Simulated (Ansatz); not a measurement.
`COCBCl`. The species carries charge 0 and has multiplicity 1. Geometry: relaxed with PBE0-D4/def2-TZVP. It is one conformer, not always the lowest.

```xyz
11

C     0.491    1.515    0.089
O    -0.690    0.885   -0.320
C    -0.492   -0.479   -0.614
B    -0.290   -1.412    0.622
Cl   -0.033   -3.118    0.351
H     1.253    1.491   -0.704
H     0.916    1.045    0.988
H     0.250    2.553    0.317
H     0.324   -0.616   -1.347
H    -1.395   -0.826   -1.136
H    -0.333   -1.038    1.754
```

(1) What is the dipole moment at r2SCAN/def2-TZVPP? (Estimate.)

(2) And with PBE, B3LYP, ωB97M-V? (Best estimate.)

(3) Give the Mulliken charges with r2SCAN, PBE, B3LYP in def2-TZVPP. (Estimate.)

Results:

(1) The calculation gave: 0.99 D, with components (0.83, 0.49, -0.21) D in this frame, pointing from negative to positive charge.

(2) Ansatz gave: PBE 0.93 D, B3LYP 1.00 D, ωB97M-V 1.01 D.

(3) The calculation gave: 
| atom | r2SCAN | PBE | B3LYP |
| --- | --- | --- | --- |
| C1 | 0.02 | -0.13 | -0.11 |
| O2 | -0.33 | -0.26 | -0.32 |
| C3 | 0.08 | 0.01 | 0.03 |
| B4 | 0.09 | 0.03 | 0.04 |
| Cl5 | -0.14 | -0.12 | -0.14 |
| H6 | 0.04 | 0.08 | 0.08 |
| H7 | 0.04 | 0.08 | 0.08 |
| H8 | 0.07 | 0.11 | 0.12 |
| H9 | 0.06 | 0.08 | 0.08 |
| H10 | 0.07 | 0.11 | 0.10 |
| H11 | 0.02 | 0.03 | 0.04 |

B3LYP here is the variant with VWN-RPA as its local correlation; programs differ in this.
